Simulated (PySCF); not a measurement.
PySCF input for SnH₂FBr, SMILES [F][SnH2][Br], C-PCM-PBE0/def2-SVP. Coordinates come from a PBE-D3(BJ)/def2-SVP optimisation. The def2 effective core potentials stand for the cores of Sn; spin–orbit coupling is left out.

```python
import numpy as np
from pyscf import gto, scf, dft
from pyscf.solvent import pcm

mol = gto.M(
    atom='''
    Sn   -0.30377622    0.80955307   -0.00000000
    F     1.45314079    1.67116839   -0.00000000
    Br    0.11992678   -1.65749717    0.00000000
    H    -1.04344668    1.24711593   -1.49112382
    H    -1.04344668    1.24711594    1.49112382
    ''',
    basis='def2-SVP',
    ecp={'Sn': 'def2-svp'},
    charge=0,
    spin=0,
    max_memory=1600,
    verbose=3,
)
mf = dft.RKS(mol, xc='pbe0').density_fit(auxbasis='def2-universal-jkfit')
mf.grids.level = 3
mf.conv_tol = 1e-9
mf.max_cycle = 100
mf.kernel()
res = {}
for name, eps in {'water': 78.355, 'ethanol': 24.852, 'tetrahydrofuran': 7.4257}.items():
    s = mf.PCM()
    s.with_solvent.method, s.with_solvent.eps, s.with_solvent.lebedev_order = 'C-PCM', eps, 29
    s.kernel(mf.make_rdm1())
    res[name] = (s.e_tot, eps, s.dip_moment(), s.mo_energy, s.converged)
    print(f'{name}: electrostatic solvation free energy {(s.e_tot - mf.e_tot) * 627.509474:.3f} kcal/mol')
```

It prints:

```
converged SCF energy = -2888.76667698023

WARN: PCM is an experimental feature. It is still in testing.
Features and APIs may be changed in the future.

converged SCF energy = -2888.77494328839
Dipole moment(X, Y, Z, Debye): -3.61339,  1.36628, -0.00000
water: electrostatic solvation free energy -5.187 kcal/mol

WARN: PCM is an experimental feature. It is still in testing.
Features and APIs may be changed in the future.

converged SCF energy = -2888.7746704323
Dipole moment(X, Y, Z, Debye): -3.58665,  1.34793, -0.00000
ethanol: electrostatic solvation free energy -5.016 kcal/mol

WARN: PCM is an experimental feature. It is still in testing.
Features and APIs may be changed in the future.

converged SCF energy = -2888.77375549676
Dipole moment(X, Y, Z, Debye): -3.49766,  1.28761, -0.00000
tetrahydrofuran: electrostatic solvation free energy -4.442 kcal/mol
```

The calculation finished and met its thresholds.
